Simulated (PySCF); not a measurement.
disilylmethane (CH8Si2), singlet, geometry from GFN2-xTB; DF-B3LYP/STO-3G run with PySCF.

The PySCF input:
```python
from pyscf import gto, scf, dft

mol = gto.Mole()
mol.atom = '''
    Si    1.469501    0.675243   -0.004315
    C     0.249959   -0.773362   -0.140745
    Si   -1.582865   -0.324499    0.068147
    H     2.839701    0.182994   -0.185178
    H     1.181014    1.668952   -1.040543
    H     1.358676    1.297376    1.316715
    H     0.513805   -1.524899    0.604684
    H     0.384534   -1.254531   -1.110514
    H    -1.982528    0.632796   -0.965442
    H    -1.804865    0.261220    1.391816
    H    -2.402995   -1.534148   -0.060719
'''
mol.basis = 'sto-3g'
mol.charge = 0
mol.spin = 0
mol.verbose = 4
mol.build()

mf = dft.RKS(mol)
mf.xc = 'b3lyp'
mf = mf.density_fit(auxbasis='def2-universal-jkfit')
mf.kernel()
```

Output, abridged:

```
PySCF version 2.14.0

[INPUT] verbose = 4
[INPUT] num. atoms = 11
[INPUT] num. electrons = 42
[INPUT] charge = 0
[INPUT] spin (= nelec alpha-beta = 2S) = 0
[INPUT] symmetry False subgroup None
[INPUT] Mole.unit = angstrom
[INPUT] Symbol           X                Y                Z      unit          X                Y                Z       unit  Magmom
[INPUT]  1 Si     1.469501000000   0.675243000000  -0.004315000000 AA    2.776954429774   1.276024337530  -0.008154168227 Bohr   0.0
[INPUT]  2 C      0.249959000000  -0.773362000000  -0.140745000000 AA    0.472354052370  -1.461442375146  -0.265969503402 Bohr   0.0
[INPUT]  3 Si    -1.582865000000  -0.324499000000   0.068147000000 AA   -2.991181342160  -0.613214237695   0.128779166211 Bohr   0.0
[INPUT]  4 H      2.839701000000   0.182994000000  -0.185178000000 AA    5.366257165654   0.345808542439  -0.349935704295 Bohr   0.0
[INPUT]  5 H      1.181014000000   1.668952000000  -1.040543000000 AA    2.231793009277   3.153862195045  -1.966341290833 Bohr   0.0
[INPUT]  6 H      1.358676000000   1.297376000000   1.316715000000 AA    2.567525532020   2.451685320584   2.488230734107 Bohr   0.0
[INPUT]  7 H      0.513805000000  -1.524899000000   0.604684000000 AA    0.970950731432  -2.881641477623   1.142687151906 Bohr   0.0
[INPUT]  8 H      0.384534000000  -1.254531000000  -1.110514000000 AA    0.726663945584  -2.370720004777  -2.098567317495 Bohr   0.0
[INPUT]  9 H     -1.982528000000   0.632796000000  -0.965442000000 AA   -3.746434954282   1.195811132720  -1.824420969152 Bohr   0.0
[INPUT] 10 H     -1.804865000000   0.261220000000   1.391816000000 AA   -3.410700541813   0.493634258259   2.630151055788 Bohr   0.0
[INPUT] 11 H     -2.402995000000  -1.534148000000  -0.060719000000 AA   -4.541002428699  -2.899119554549  -0.114742280557 Bohr   0.0

nuclear repulsion = 150.449941345671
number of shells = 21
number of NR pGTOs = 93
number of NR cGTOs = 31
basis = sto-3g
ecp = {}

******** <class 'pyscf.df.df_jk.DFRKS'> ********
method = DFRKS
initial guess = minao
damping factor = 0
level_shift factor = 0
DIIS = <class 'pyscf.scf.diis.CDIIS'>
diis_start_cycle = 1
diis_space = 8
diis_damp = 0
SCF conv_tol = 1e-09
SCF conv_tol_grad = None
SCF max_cycles = 50
direct_scf = False
XC library pyscf.dft.libxc version 7.1.2
    S. Lehtola, C. Steigemann, M. J. T. Oliveira, and M. A. L. Marques,  SoftwareX 7, 1–5 (2018)
XC functionals = b3lyp
    P. J. Stephens, F. J. Devlin, C. F. Chabalowski, and M. J. Frisch,  J. Phys. Chem. 98, 11623 (1994)
radial grids:
    Treutler-Ahlrichs [JCP 102, 346 (1995); DOI:10.1063/1.469408] (M4) radial grids

becke partition: Becke, JCP 88, 2547 (1988); DOI:10.1063/1.454033
pruning grids: <function nwchem_prune>
grids dens level: 3
symmetrized grids: False
atomic radii adjust function: <function treutler_atomic_radii_adjust>
small_rho_cutoff = 0
Set gradient conv threshold to 3.16228e-05
Initial guess from minao.
tot grids = 130944
******** <class 'pyscf.df.df.DF'> ********
auxbasis = def2-universal-jkfit
init E= -614.205676256435
  HOMO = -0.330904655091522  LUMO = 0.145958778213227  gap/eV = 12.97611
cycle= 1 E= -614.71657292351  delta_E= -0.511  |g|= 0.308  |ddm|= 3.49
  HOMO = -0.205039474267372  LUMO = 0.29637485988383  gap/eV = 13.64418
cycle= 2 E= -614.71404721397  delta_E= 0.00253  |g|= 0.325  |ddm|= 0.883
  HOMO = -0.241208580464915  LUMO = 0.273766116773706  gap/eV = 14.01318
cycle= 3 E= -614.747619538911  delta_E= -0.0336  |g|= 0.0212  |ddm|= 0.461
  HOMO = -0.236312726809484  LUMO = 0.279266802223558  gap/eV = 14.02963
cycle= 4 E= -614.747785046075  delta_E= -0.000166  |g|= 0.00255  |ddm|= 0.0388
  HOMO = -0.236951400341652  LUMO = 0.278740525610158  gap/eV = 14.03269
cycle= 5 E= -614.747787638686  delta_E= -2.59e-06  |g|= 0.000225  |ddm|= 0.00459
  HOMO = -0.236971169498703  LUMO = 0.278738836529878  gap/eV = 14.03318
cycle= 6 E= -614.747787664926  delta_E= -2.62e-08  |g|= 3.01e-05  |ddm|= 0.000551
  HOMO = -0.236965456689768  LUMO = 0.278743146581164  gap/eV = 14.03315
cycle= 7 E= -614.747787665415  delta_E= -4.89e-10  |g|= 3.1e-06  |ddm|= 7.4e-05
  HOMO = -0.236964689726115  LUMO = 0.27874362571532  gap/eV = 14.03314
Extra cycle  E= -614.747787665415  delta_E= -7.96e-13  |g|= 2.48e-06  |ddm|= 1.01e-05
converged SCF energy = -614.747787665415
```
